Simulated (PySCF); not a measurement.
A run for PySCF: R-B3LYP/3-21G on AsBFH3O (SMILES OB(F)[AsH2]), a point of a torsion scan.

```python
from pyscf import gto, scf, dft, mp
from pyscf.data.elements import chemcore

mol = gto.M(
    atom='''
    O    -1.40650589    0.15821032   -0.54497703
    B    -0.62033828   -0.47593085    0.32371080
    F    -1.25646850   -1.36799954    1.08655315
    As    1.38652107   -0.22693945    0.64971862
    H    -1.01902787    0.81689439   -1.12004246
    H     1.51266154    0.82276874   -0.43465206
    H     1.72278259   -1.27746859   -0.37067039
    ''',
    basis='3-21g',
    charge=0, spin=0, verbose=3, max_memory=1800)
mf = dft.RKS(mol, xc='b3lyp')
mf.conv_tol = 1e-8
mf.max_cycle = 100
mf.kernel()
if not mf.converged:
    mf = mf.newton().run(mf.mo_coeff, mf.mo_occ)
```

Q: Give the final energy of this run.

A: -2425.8639 hartree.
